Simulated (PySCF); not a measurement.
## V (vanadium, neutral) across methods

[Ar] 3d3 4s2, high-spin 4F determinant. Computed with PySCF 2.14 in cc-pVQZ (8s7p5d3f2g1h, 104 functions), with no relativity, point nucleus. The B2PLYP total includes its PT2 part (frozen core); its orbital energies are those of the SCF part.

| method | E (hartree) | mean ε 3d α (eV) | mean ε 4s α (eV) | mean ε 4s β (eV) | Σ⟨r²⟩ (bohr²) | ⟨S²⟩ |
| --- | --- | --- | --- | --- | --- | --- |
| UHF | -942.89326 | -14.031 | -6.715 | -5.872 | 47.64 | 3.763 |
| B2PLYP | -943.658 | -10.342 | -5.875 | -5.297 | 45.90 | 3.756 |
| r2SCAN | -943.870 | -7.065 | -5.062 | -4.306 | 45.37 | 3.769 |
| wB97M-V | -943.852 | -10.719 | -7.181 | -6.636 | 45.12 | 3.753 |
| revPBE | -943.795 | -6.428 | -4.829 | -4.187 | 45.36 | 3.757 |
| PW91 | -943.940 | -6.499 | -4.933 | -4.263 | 45.10 | 3.756 |
| PBE0 | -943.699 | -8.374 | -5.486 | -4.847 | 45.25 | 3.756 |
| PBE | -943.663 | -6.426 | -4.880 | -4.234 | 45.15 | 3.756 |
| LDA | -941.739 | -6.465 | -5.049 | -4.382 | 44.68 | 3.756 |
